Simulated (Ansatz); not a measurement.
Input and output for C2H9GaGeO, SMILES `[CH3][GeH2][O][CH2][GaH2]`.

```yaml
crystal:
  periodic: [false, false, false]
  atoms:
    - {symbol: C, position_ang: [-1.810191, 1.150674, 0.835219]}
    - {symbol: Ge, position_ang: [-0.632438, 1.168066, -0.833324]}
    - {symbol: O, position_ang: [0.837647, 0.106722, 0.138089]}
    - {symbol: C, position_ang: [0.557663, -1.193810, -0.094735]}
    - {symbol: Ga, position_ang: [2.259292, -1.562127, -0.246611]}
    - {symbol: H, position_ang: [-3.237137, 1.467972, 0.628355]}
    - {symbol: H, position_ang: [-1.737160, 1.590527, 1.877758]}
    - {symbol: H, position_ang: [-2.268051, -0.145159, 0.804766]}
    - {symbol: H, position_ang: [-0.938599, 0.520907, -1.809991]}
    - {symbol: H, position_ang: [-0.119608, 2.187883, -0.642649]}
    - {symbol: H, position_ang: [-0.455400, -1.671463, -0.554145]}
    - {symbol: H, position_ang: [0.281137, -1.823003, 1.376889]}
    - {symbol: H, position_ang: [3.599790, -0.935746, 0.818900]}
    - {symbol: H, position_ang: [2.557653, -1.321171, -1.968899]}
basis:
  gaussian: {orbitals: 6-31G, fitting: {mean_field: def2-universal-jkfit}, point_charges: [{charge: -1.00, position_ang: [6.663, 0.650, 0.687]}]}
magnetization: {spin_polarized: true, initial_magnetization: 0}
hamiltonian: {xc: {name: PBE}}
output: {forces: true}
```

```sh
$ ansatz run in.yaml --threads 4 --pin off --events-out ev --progress --plain --max-ram 10444MiB
```

Output, abridged:

```
Functional definition: PBE
921 factors; integrals over basis functions are off by at most 1.2e-1 eV
mean field evaluation 1: about -113097.9511 eV, gradient 5.3e1 eV
mean field evaluation 2: about -112983.1650 eV, gradient 1.4e2 eV
mean field evaluation 4: about -113109.9612 eV, gradient 1.2e1 eV
mean field evaluation 8: about -113110.6512 eV, gradient 3.4e-1 eV
mean field evaluation 16: about -113110.6519 eV, gradient 4.5e-5 eV
mean field -113110.65186205 eV, -4156.7397867769 hartree, gradient 4.5e-5 eV, S^2 0.000000; 1 other end points of the search recorded, 0 dependent functions left out
reference -113110.65192295 eV, -4156.7397890147 hartree; 46, 46 occupied and 57, 57 virtual orbitals, 921 factors
Total energy: -113110.65192295 eV, -4156.7397890147 hartree
Atom 0 at    -1.810191     1.150674     0.835219 Å, force    -6.454422    -3.352265    -1.432072 eV/Å
Atom 1 at    -0.632438     1.168066    -0.833324 Å, force    -2.517479    -6.911895    10.340853 eV/Å
Atom 2 at     0.837647     0.106722     0.138089 Å, force    -2.202488     4.087138    -1.806597 eV/Å
Atom 3 at     0.557663    -1.193810    -0.094735 Å, force    -6.855468    -5.468313     4.255632 eV/Å
Atom 4 at     2.259292    -1.562127    -0.246611 Å, force     6.995490     0.570831    -1.526940 eV/Å
Atom 5 at    -3.237137     1.467972     0.628355 Å, force     3.779519    -0.225739     0.022462 eV/Å
Atom 6 at    -1.737160     1.590527     1.877758 Å, force     0.829254    -0.675514    -1.175667 eV/Å
Atom 7 at    -2.268051    -0.145159     0.804766 Å, force     1.863559     3.376567     0.887944 eV/Å
Atom 8 at    -0.938599     0.520907    -1.809991 Å, force    -3.004874    -5.865442    -8.855460 eV/Å
Atom 9 at    -0.119608     2.187883    -0.642649 Å, force     6.841409    13.634586     1.395147 eV/Å
Atom 10 at    -0.455400    -1.671463    -0.554145 Å, force     2.037851     1.522514     0.629955 eV/Å
Atom 11 at     0.281137    -1.823003     1.376889 Å, force     0.075108     0.960774    -2.650513 eV/Å
Atom 12 at     3.599790    -0.935746     0.818900 Å, force    -1.527693    -1.181716    -1.008340 eV/Å
Atom 13 at     2.557653    -1.321171    -1.968899 Å, force     0.106823    -0.490926     0.905719 eV/Å
Dipole moment:    -0.501812     0.363635    -0.298297 e Å
```

Run time 2.4 s (4 threads of an Arm Neoverse V2 on a shared host); peak host memory 0.58 GiB.
